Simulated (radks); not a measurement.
Task: These are the eigenvalues of the occupied orbitals of an atom or ion with whole-number occupations (eV). Calculated with a radial shooting solver on a logarithmic mesh with Libxc functionals: scalar-relativistic Kohn-Sham, XLYP, spin-polarised, spherical densities, point nucleus.

| orbital | eigenvalue |
|---|---|
| 1s down | -17858.63 |
| 1s up | -17858.63 |
| 2s up | -2498.498 |
| 2s down | -2498.398 |
| 2p up | -2231.265 |
| 2p down | -2231.191 |
| 3s up | -432.3063 |
| 3s down | -432.2506 |
| 3p up | -345.2882 |
| 3p down | -345.2266 |
| 3d up | -202.4436 |
| 3d down | -202.3486 |
| 4s up | -81.7145 |
| 4s down | -81.0673 |
| 4p up | -59.3493 |
| 4p down | -58.6198 |
| 4d up | -28.5175 |

Which element is it, and in what charge state? The configuration may be excited. Open shells, if any, are filled with parallel spins first.

Result: Z = 40, zirconium, charge +3: Zr3+ in [Kr] 4d1. The list shows which subshells hold electrons but not how many an open one holds; the 1s level, -656.29 hartree, gives Z - s = 36.2 by -(Z - s)^2/2, which with screening and relativity narrows Z to a few neighbours, and the depths of the outer levels then fix element, charge and occupations together.
